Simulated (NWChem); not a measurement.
The numbers come from NWChem runs, not from measurements. System: CCl$_{2}$F, charge 0, spin multiplicity 2, displaced from the optimised geometry. The structure started from a generated list of species. Its SCF solution wasn't tested for a lower state.

The NWChem input:

```
start mol
memory heap 200 mb stack 900 mb global 1100 mb
geometry units angstroms nocenter noautoz
  F     -1.649039    -0.065035     0.000000
  C     -0.352532     0.334611     0.000000
  Cl     0.498722    -0.041834    -1.511098
  Cl     0.498722    -0.041834     1.511098
  symmetry group Cs
end
basis spherical
  * library def2-svp
end
dft
  xc becke88 perdew86
  odft
  mult 2
  semidirect memsize 60000000 filesize 0
  iterations 100
  vectors input hcore
end
task dft gradient
```

The output up to the point where the run's verdict is printed (cleaned and shortened):

```
             Northwest Computational Chemistry Package (NWChem) 7.3.0
             --------------------------------------------------------

                                NWChem Input Module
                                -------------------

 Scaling coordinates for geometry "geometry" by  1.889725989
 (inverse scale =  0.529177249)

 Turning off AUTOSYM since
 SYMMETRY directive was detected!

                             Geometry "geometry" -> ""
                             -------------------------

 Output coordinates in angstroms (scale by  1.889725989 to convert to a.u.)

  No.       Tag          Charge          X              Y              Z
 ---- ---------------- ---------- -------------- -------------- --------------
    1 F                    9.0000    -1.64903900    -0.06503500     0.00000000
    2 C                    6.0000    -0.35253200     0.33461100     0.00000000
    3 Cl                  17.0000     0.49872200    -0.04183400    -1.51109800
    4 Cl                  17.0000     0.49872200    -0.04183400     1.51109800

 Effective nuclear repulsion energy (a.u.)     194.1511341893

            Nuclear Dipole moment (a.u.)
            ----------------------------
        X                 Y               Z
 ---------------- ---------------- ----------------
     0.0000094486    -0.0000094486     0.0000000000

      Symmetry information
      --------------------

 Group name             Cs
 Group number              2
 Group order               2
 No. of unique centers     3

      Symmetry unique atoms

     1    2    3


 Summary of "ao basis" -> "" (spherical)
 ------------------------------------------------------------------------------
       Tag                 Description            Shells   Functions and Types
 ---------------- ------------------------------  ------  ---------------------
 *                          def2-svp                  on all atoms

  perdew86 is a nonlocal functional; adding perdew81 local functional.

                                 NWChem DFT Module
                                 -----------------

 Summary of "ao basis" -> "ao basis" (spherical)
[...]
 d= 0,ls=0.5,diis    75  -1057.7906123027 -1.31D-05  2.04D-05  6.17D-05    14.8
                                                     8.12D-05  1.65D-05
 d= 0,ls=0.5,diis    76  -1057.7906298315 -1.75D-05  1.60D-05  7.26D-05    15.0
                                                     8.00D-05  1.72D-05
 d= 0,ls=0.5,diis    77  -1057.7906488166 -1.90D-05  9.95D-06  7.82D-05    15.2
                                                     7.84D-05  1.74D-05
 d= 0,ls=0.5,diis    78  -1057.7906742068 -2.54D-05  2.80D-05  6.52D-05    15.3
                                                     7.77D-05  1.56D-05
 d= 0,ls=0.5,diis    79  -1057.7906853716 -1.12D-05  1.48D-05  8.92D-05    15.6
                                                     7.64D-05  1.69D-05
 d= 0,ls=0.5,diis    80  -1057.7907030559 -1.77D-05  1.42D-05  9.30D-05    15.7
                                                     7.55D-05  1.71D-05
 d= 0,ls=0.5,diis    81  -1057.7907302066 -2.72D-05  1.74D-05  6.97D-05    15.9
                                                     7.42D-05  1.57D-05
 d= 0,ls=0.5,diis    82  -1057.7907573588 -2.72D-05  3.32D-05  4.62D-05    16.1
                                                     7.34D-05  1.32D-05
 d= 0,ls=0.5,diis    83  -1057.7907860356 -2.87D-05  5.03D-05  1.79D-05    16.3
                                                     7.14D-05  1.12D-05
 d= 0,ls=0.5,diis    84  -1057.7907889687 -2.93D-06  1.07D-05  5.75D-05    16.5
                                                     6.96D-05  1.28D-05
 d= 0,ls=0.5,diis    85  -1057.7908059897 -1.70D-05  7.75D-06  5.51D-05    16.7
                                                     6.86D-05  1.23D-05
 d= 0,ls=0.5,diis    86  -1057.7908229363 -1.69D-05  1.28D-05  5.20D-05    16.9
                                                     6.73D-05  1.19D-05
 d= 0,ls=0.5,diis    87  -1057.7908365751 -1.36D-05  5.09D-06  5.63D-05    17.1
                                                     6.59D-05  1.26D-05
 d= 0,ls=0.5,diis    88  -1057.7908532819 -1.67D-05  1.63D-05  5.08D-05    17.3
                                                     6.46D-05  1.24D-05
 d= 0,ls=0.5,diis    89  -1057.7908636419 -1.04D-05  7.97D-06  6.21D-05    17.5
                                                     6.35D-05  1.28D-05
 d= 0,ls=0.5,diis    90  -1057.7908772685 -1.36D-05  2.64D-05  6.26D-05    17.6
                                                     6.28D-05  1.25D-05
 d= 0,ls=0.5,diis    91  -1057.7908818294 -4.56D-06  1.59D-05  8.72D-05    17.8
                                                     6.15D-05  1.32D-05
 d= 0,ls=0.5,diis    92  -1057.7908913737 -9.54D-06  3.16D-05  9.62D-05    18.0
                                                     6.21D-05  1.30D-05
 d= 0,ls=0.5,diis    93  -1057.7909209462 -2.96D-05  8.33D-06  5.00D-05    18.2
                                                     6.01D-05  1.00D-05
 d= 0,ls=0.5,diis    94  -1057.7909368280 -1.59D-05  1.34D-05  4.11D-05    18.4
                                                     5.88D-05  9.26D-06
 d= 0,ls=0.5,diis    95  -1057.7909462892 -9.46D-06  1.53D-05  4.79D-05    18.6
                                                     5.78D-05  1.09D-05
 d= 0,ls=0.5,diis    96  -1057.7909548323 -8.54D-06  8.32D-06  5.59D-05    18.7
                                                     5.69D-05  1.12D-05
 d= 0,ls=0.5,diis    97  -1057.7909677977 -1.30D-05  5.88D-06  5.04D-05    18.9
                                                     5.59D-05  1.05D-05
 d= 0,ls=0.5,diis    98  -1057.7909802945 -1.25D-05  2.88D-05  4.58D-05    19.1
                                                     5.60D-05  9.74D-06
 d= 0,ls=0.5,diis    99  -1057.7909811771 -8.83D-07  1.94D-05  7.15D-05    19.3
                                                     5.56D-05  1.19D-05
 d= 0,ls=0.5,diis   100  -1057.7909892105 -8.03D-06  1.61D-05  7.56D-05    19.5
                                                     5.29D-05  1.23D-05
```

The run did not converge; its last values are not results. The next line reads: Calculation failed to converge. NWChem stopped with the message: dft gradient failed.
